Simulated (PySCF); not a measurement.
**Correlation energy of S (sulfur, neutral)**

[Ne] 3s2 3p4, high-spin 3P determinant. Computed with PySCF 2.14 in x2c-SVPall (4s3p1d, 18 functions), with the spin-free X2C one-electron Hamiltonian (Gaussian nucleus). Frozen: [Ne]; 6 electrons correlated.

MP2 pair energies summed by pair of shells (mhartree):

```
 pair  energy  share (%)
3p-3p  -38.26       46.6
3s-3p  -36.20       44.1
3s-3s   -7.69        9.4
```

Total MP2 correlation energy: -82.15 mhartree.

Same-spin part -19.87 and opposite-spin part -62.29 mhartree; SCS-MP2 scales them by 1/3 and 6/5 to -81.37 mhartree.

```tsv
level	correlation energy (mhartree)
CCSD	-100.45
(T)	-1.12
CCSD(T)	-101.57
```

Diagnostics: T1 = 0.0072, D1 = 0.0208, largest double amplitude 0.050.

Q: Is a single reference adequate?

A: Yes: T1 lies below 0.03 and no double amplitude reaches 0.07.
